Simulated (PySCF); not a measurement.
Species: C3H10SSi2.
Numbering: `[CH3:1][S:2][SiH2:3]/[CH:4]=[CH:5]/[SiH3:6]` (hydrogens: H7, H8, H9 on C1; H10, H11 on Si3; H12 on C4; H13 on C5; H14, H15, H16 on Si6)

Level of theory: PBE0-D3(BJ)/def2-SVP geometry optimisation, gas phase in PySCF 2.14.0.

Some entries are withheld. Bonds in one row agree within 0.01 Å.

```json
{"coordinate": "C1–S2", "value": "1.822 Å"}
{"coordinate": "S2–Si3", "value": "?"}
{"coordinate": "Si3–C4", "value": "?"}
{"coordinate": "C4=C5", "value": "?"}
{"coordinate": "C5–Si6", "value": "1.875 Å"}
{"coordinate": "C1–H7, C1–H8, C1–H9", "value": "1.099 Å"}
{"coordinate": "Si3–H10, Si3–H11", "value": "1.495 Å"}
{"coordinate": "C4–H12", "value": "1.100 Å"}
{"coordinate": "C5–H13", "value": "1.101 Å"}
{"coordinate": "Si6–H14, Si6–H15, Si6–H16", "value": "1.495 Å"}
{"coordinate": "C1–S2–Si3", "value": "?"}
{"coordinate": "S2–Si3–C4", "value": "110.4°"}
{"coordinate": "Si3–C4–C5", "value": "?"}
{"coordinate": "C4–C5–Si6", "value": "?"}
```

Task: Estimate the withheld lengths and angles.

Result: 
- S2–Si3 = 2.142 Å, drawn single (ends: sulfur bonded to C and Si; SiH2 silicon); 0.02 Å below the sum of covalent radii, 2.16 Å.
- Si3–C4 = 1.871 Å, drawn single (SiH2 silicon to alkene CH carbon); 0.03 Å above the sum of covalent radii, 1.84 Å.
- C4=C5 = 1.346 Å, drawn double (both ends alkene CH carbon); 0.11 Å below the sum of covalent radii, 1.46 Å.
- C1–S2–Si3 = 99.4°, at the sulfur bonded to C and Si; the outer atoms are 3.031 Å apart.
- Si3–C4–C5 = 123.0°, at the alkene CH carbon; the outer atoms are 2.839 Å apart.
- C4–C5–Si6 = 124.3°, at the alkene CH carbon; the outer atoms are 2.858 Å apart.

Radii are Cordero's, carbon taken as 0.76, 0.73 or 0.69 Å for four, three, and two or fewer neighbours.

Not checked by PBE0-D3(BJ)/def2-SVP frequencies. The numbers are those of one conformer (C1–S2–Si3–C4 60°, S2–Si3–C4–C5 -110°).

Hardware: one thread of an Arm Neoverse V2, on a shared host. Cost: 72 s wall. This is the geometry optimisation.
